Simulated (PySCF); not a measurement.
UHF on Sb⁺ (antimony, charge +1)

Configuration: [Kr] 4d10 5s2 5p2, high-spin 3P determinant. Calculation: PySCF 2.14, in def2-TZVP with the def2 core potential (28 electrons) (6s5p3d2f, 50 functions); a scalar-relativistic core potential.

```json
{
 "Total energy": "-238.961828 hartree",
 "One-electron energy": "-412.4666 hartree",
 "Hartree (Coulomb) energy": "191.7233 hartree",
 "Exchange energy": "-18.2186 hartree",
 "⟨S²⟩": "2.0097",
 "⟨L²⟩": "2.027",
 "Sum of ⟨r⟩": "26.92 bohr",
 "Sum of ⟨r²⟩": "46.13 bohr²",
 "Traceless quadrupole moment −½Σ⟨3z² − r²⟩ along its main axis": "3.31 e·bohr²",
 "Time after the integrals": "0.31 s of wall time on 1 thread of Neoverse-N1 (shared host)"
}
```

```
shell  electrons  mean orbital energy (eV)  spread (eV)  rms radius, mean of both spins (bohr)
 4s α          1                   -186.25            0                                  0.849
 4s β          1                   -185.98            0                                  0.849
 4p α          3                   -133.64        0.134                                  0.917
 4p β          3                   -133.36        0.586                                  0.917
 4d α          5                   -52.744        0.393                                   1.10
 4d β          5                   -52.487        0.657                                   1.10
 5s α          1                   -26.708            0                                   2.36
 5s β          1                   -22.293            0                                   2.36
 5p α          2                   -16.397            0                                   2.85
```

Energies and moments cover only the electrons outside the core potential.
